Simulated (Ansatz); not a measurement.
Geometry optimisation, RKS CAM-B3LYP/def2-SVP (Ansatz 0.2.0).

Input:

```yaml
crystal:
  periodic: [false, false, false]
  atoms:
    - { symbol: Si, position_ang: [0.0, 0.0, 0.0] }
    - { symbol: F, position_ang: [0.0, 0.0, 1.94] }
    - { symbol: O, position_ang: [1.5842, 0.0, -0.5594] }
    - { symbol: Si, position_ang: [2.4906, -1.3762, -0.8866] }
    - { symbol: H, position_ang: [1.6598, -2.3521, -1.5857] }
    - { symbol: H, position_ang: [3.6318, -1.0202, -1.7249] }
    - { symbol: H, position_ang: [2.9691, -1.9538, 0.366] }
    - { symbol: H, position_ang: [-0.6877, 1.1914, -0.4862] }
    - { symbol: Cl, position_ang: [-1.0032, -1.7381, -0.7093] }
    - { symbol: H, position_ang: [-1.6434, -0.2981, 0.555] }
    - { symbol: H, position_ang: [-1.2452, -0.2259, 1.4751] }
basis:
  gaussian: { orbitals: def2-SVP }
hamiltonian:
  xc: cam_b3lyp
relax:
  f_tol: 0.15
  max_steps: 25
  restrain:
    - { distance: [0, 9], at: 2.66, k: 30.0 }
    - { distance: [10, 1], at: 2.12, k: 30.0 }
    - { distance: [0, 1], at: 1.59, k: 30.0 }
    - { distance: [10, 9], at: 0.66, k: 30.0 }
```

Run as:

```bash
$ ansatz run input.yaml --threads 4 --pin off --max-ram 5120MiB --backend cpu --events-out ev --progress --plain --runs-dir out
```

Where does it end, and by what steps?

The run converged. The restraints hold the end off the free minimum; the threshold counts their pulls, which the force column leaves out. Restrained pairs: Si1–H10 (1.76 → 2.67 Å), F2–H11 (1.35 → 2.13 Å), Si1–F2 (1.94 → 1.60 Å), H10–H11 (1.01 → 0.72 Å). After 11 steps the energy has fallen by 3.393 eV (the restraints' own energy left out); H10 moved furthest, 1.07 Å.

```
step  energy less start (eV)  largest force component (eV/Å)  accepted
   0                  0.0000                           3.723       yes
   1                 -1.2665                           3.656       yes
   2                 -1.9273                           5.009       yes
   3                 -2.5116                           3.638       yes
   4                 -2.9946                           2.458       yes
   5                 -3.2698                           1.485       yes
   6                 -3.3532                           1.415       yes
   7                 -3.3951                           1.315        no
   8                 -3.3679                           1.421       yes
   9                 -3.3851                           1.399       yes
  10                 -3.4042                           1.290       yes
  11                 -3.3926                           1.440       yes
```

```xyz
11
Properties=species:S:1:pos:R:3
Si 0.002 -0.249 0.005
F 0.109 -0.211 1.603
O 1.501 -0.419 -0.602
Si 2.766 -1.425 -1.007
H 2.318 -2.396 -2.036
H 3.853 -0.586 -1.561
H 3.242 -2.147 0.200
H -0.601 0.985 -0.499
Cl -1.105 -1.896 -0.509
H -2.376 0.262 1.107
H -1.953 0.309 1.683
```

Run time: 21 s on 4 threads of Arm Neoverse V2 (shared host), peak memory 0.32 GiB.
